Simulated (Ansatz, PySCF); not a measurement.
Fe, quintet. Base run: HF/aug-cc-pVDZ run with PySCF.

The PySCF input:
```python
from pyscf import gto, scf

mol = gto.M(
    atom='''
Fe    0.00000000    0.00000000    0.00000000
''',
    basis='aug-cc-pvdz',
    spin=4,
    verbose=4,
)

mf = scf.UHF(mol)
mf.kernel()
```

The same geometry, method and basis name were run in Ansatz (a first-principles code) and PySCF, at each program's defaults and at the settings that a row names. The base is PySCF at its defaults. Differences at the defaults can come from grids, fitting, cores and function types together.

```tsv
code and settings	ΔE vs base (mEh)	basis functions	E (Eh)	SCF cycles
PySCF, defaults (exact integrals, spherical functions)	0.000	59	-1262.33007	27
Ansatz, defaults (factorised integrals, spherical functions)	-121.4	59	-1262.45147	-
PySCF, density fitting with def2-universal-jkfit	0.038	59	-1262.33004	38
Ansatz, high accuracy	-121.4	59	-1262.45147	-
```

Open shells are given as the SCF converged; they aren't shown to be the lowest states, and a large step between rows can be another state.
